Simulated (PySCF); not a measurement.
Estimate the missing entries of this data sheet.

Si(vinyl)2(OMe)2, C6H12O2Si.
Structure used (PBE0-D3(BJ)/def2-SVP), in Å, numbered top down from 1:
```
atom  x, y, z in Å
Si1   -0.1748    0.0394    0.0424
C2    -0.1760    0.2912    1.8819
C3    -0.8506    1.2897    2.4637
H4     0.3862   -0.4033    2.5207
H5    -1.4263    2.0028    1.8640
H6    -0.8610    1.4338    3.5502
C7     1.5545    0.1090   -0.6560
C8     2.6097    0.5354    0.0487
H9     1.7228   -0.2051   -1.6960
H10    2.5064    0.8645    1.0896
H11    3.6202    0.5849   -0.3741
O12   -1.1585    1.2167   -0.5779
C13   -1.5233    1.3287   -1.9249
H14   -0.6745    1.6563   -2.5529
H15   -2.3205    2.0825   -2.0152
H16   -1.9036    0.3736   -2.3266
O17   -0.8558   -1.4094   -0.4227
C18   -0.2803   -2.6705   -0.2450
H19    0.7805   -2.6986   -0.5574
H20   -0.8323   -3.4056   -0.8513
H21   -0.3296   -2.9999    0.8091
```

```json
{"property": "point group", "level": "PBE0-D3(BJ)/def2-SVP", "value": "?"}
{"property": "rotational constants A, B, C", "level": "PBE0-D3(BJ)/def2-SVP", "value": "1.210, 1.177, 1.052 GHz"}
{"property": "dipole moment", "level": "CAM-B3LYP/def2-SVPD", "value": "1.49 D"}
{"property": "HOMO energy", "level": "CAM-B3LYP/def2-SVPD", "value": "?"}
{"property": "LUMO energy", "level": "CAM-B3LYP/def2-SVPD", "value": "0.54 eV"}
{"property": "lowest singlet excitation", "level": "TDDFT CAM-B3LYP/def2-SVPD", "value": "?"}
{"property": "strongest line among the 10 lowest singlet transitions", "level": "TDDFT CAM-B3LYP/def2-SVPD", "value": "?"}
{"property": "lowest triplet excitation (Tamm–Dancoff)", "level": "TDA CAM-B3LYP/def2-SVPD", "value": "4.20 eV"}
{"property": "static isotropic polarisability", "level": "CAM-B3LYP/def2-SVPD", "value": "?"}
{"property": "vertical ionisation energy", "level": "ΔSCF CAM-B3LYP/def2-SVPD", "value": "9.72 eV"}
{"property": "electronic spatial extent ⟨r²⟩ about the centre of nuclear charge", "level": "CAM-B3LYP/def2-SVPD", "value": "1540 bohr²"}
{"property": "13C chemical shifts (computed TMS as zero) by class", "level": "GIAO PBE0/pcSseg-1", "value": "?"}
{"property": "1H chemical shifts (computed TMS as zero) by class", "level": "GIAO PBE0/pcSseg-1", "value": "6.48 (H6), 6.47 (H11), 6.36 (H5/H10), 6.27 (H4/H9), 3.61 (H14/H15/H16/H19/H20/H21) ppm"}
{"property": "isotropic shieldings of nuclei other than C and H, by class", "level": "GIAO PBE0/pcSseg-1", "value": "?"}
{"property": "core binding energies", "level": "ΔSCF SCAN, pcX-2 on the ionised atom, pcseg-1 elsewhere, spin-free X2C, 2p3/2 from a spin–orbit splitting computed afterwards within the 2p shell", "value": "Si2p3/2 106.9 (Si1), C1s 289.9 (C2/C7), C1s 290.3 (C3/C8), C1s 292.1 (C13/C18), O1s 537.7 (O12/O17), Si1s 1847.0 (Si1) eV"}
```

The electronic properties come from PySCF, for the isolated species, density fitting. NMR classes are plain means over equivalent atoms (diastereotopic ones count apart unless rotation or inversion swaps them), as if these changed places fast; in this geometry the members of some classes differ.

Q: Give the static isotropic polarisability.

A: 103.7 au.

Q: The strongest line among the 10 lowest singlet transitions?

A: S7 at 7.45 eV (166 nm, f = 0.214).

Q: The HOMO energy?

A: -9.11 eV.

Q: The lowest singlet excitation?

A: 6.20 eV (200 nm, f = 0.004).

Q: What is the point group?

A: C1.

Q: Give the isotropic shieldings of nuclei other than C and H, by class.

A: 310 (O12/O17), 380 (Si1) ppm.

Q: What are the 13C chemical shifts (computed TMS as zero) by class?

A: 149.1 (C3/C8), 139.0 (C2/C7), 51.0 (C13/C18) ppm.

The ΔSCF ionisation energy exceeds −ε(HOMO) by 0.61 eV with CAM-B3LYP. The polarisability is 15.36 Å³ as a volume (1 au = 0.148185 Å³), or 1.33 au for each of the 78 electrons. The rotational constants make it an asymmetric top with κ = (2B − A − C)/(A − C) = 0.6, nearer the oblate limit (+1). No computed singlet falls in the visible range (750 to 380 nm, 1.65 to 3.26 eV); S1 lies 2.94 eV above its blue end. The vertical singlet–triplet gap S1 − T1 is 2.00 eV (TDDFT singlet less Tamm–Dancoff triplet). The largest Löwdin shares of the HOMO are 0.19 on O17, 0.18 on C2, 0.15 on C3 and 0.14 on O12.

One conformer stands for the species.
